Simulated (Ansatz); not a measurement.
`[SiH3]OB(S)Cl` + `C=[CH][In]([F])[F]` → `C=CB(S)Cl` + `[F][In]([F])[O][SiH3]`  (redistribution)

Isolated molecules relaxed with PBE0-D4/def2-TZVP in Ansatz; ΔE leaves out vibrations. CCSD(T)/CBS adds triple-zeta CCSD(T) − MP2 to the extrapolated MP2 energy (def2 sets, frozen cores). DFT in def2-TZVPP. B3LYP here is the variant with VWN-RPA as its local correlation; programs differ in this. def2 core potentials past Kr. For In outer-core shells are correlated without core-valence functions, which leaves a few kJ/mol of doubt a bond. Each species was taken in one conformer, which may not be the lowest.

```tsv
level	ΔE (kJ/mol)	difference from CCSD(T)/CBS
PBE-D4	72.5	4.0
r2SCAN-D4	71.9	3.4
ωB97M-V	76.7	8.2
PBE0	74.5	6.0
B3LYP	76.1	7.6
MP2/def2-TZVPP	70.7	2.2
CCSD/def2-TZVPP	73.8	5.3
HF/def2-QZVPP	70.6	2.1
MP2/def2-QZVPP	68.3	-0.2
CCSD/CBS(def2)	70.5	2.0
CCSD(T)/CBS	68.5	0
```

Largest T1 diagnostic among the species: 0.017.
